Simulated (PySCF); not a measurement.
SiHBr₃, SMILES Br[SiH](Br)Br.

The structure is a stationary point at ωB97X-D3(BJ)/def2-SVP.

Calculation: TDDFT-PBE/def2-SVPD (PySCF).

Vertical excitations; the highest root listed may be one member of a degenerate set.  State labels are in the subgroup Cs.

**Question.** Estimate the UV-visible absorptions. (The exact figures need the calculation; the answer reports its results.)

**Answer.** 
```csv
state,symmetry,energy (eV),λ (nm),f,main pairs
S1,A",5.37,231,0.000,HOMO→LUMO 99 %
S2,A',5.79,214,0.018,HOMO−1→LUMO (degenerate set)
S3,A",5.79,214,0.018,HOMO−2→LUMO (degenerate set)
S4,A',5.84,212,0.010,HOMO−3→LUMO 98 %
S5,A',6.20,200,0.000,"HOMO−4→LUMO, HOMO→LUMO+2 (degenerate set)"
S6,A",6.20,200,0.000,"HOMO−5→LUMO, HOMO→LUMO+1 (degenerate set)"
S7,A',6.40,194,0.046,"HOMO→LUMO+2, HOMO−4→LUMO (degenerate set)"
S8,A",6.40,194,0.046,"HOMO→LUMO+1, HOMO−5→LUMO (degenerate set)"
S9,A",6.55,189,0.000,"HOMO−1→LUMO+2 50 %, HOMO−2→LUMO+1 50 %"
S10,A",6.59,188,0.009,"HOMO−2→LUMO+1 48 %, HOMO−1→LUMO+2 48 %"
T1,A",5.10,243,0,HOMO→LUMO 99 %
T2,A",5.41,229,0,HOMO−2→LUMO (degenerate set)
T3,A',5.41,229,0,HOMO−1→LUMO (degenerate set)
T4,A',5.51,225,0,HOMO−3→LUMO 99 %
```
Triplets are in the Tamm–Dancoff approximation, which puts them higher than full response would, so one can lie above its singlet here.
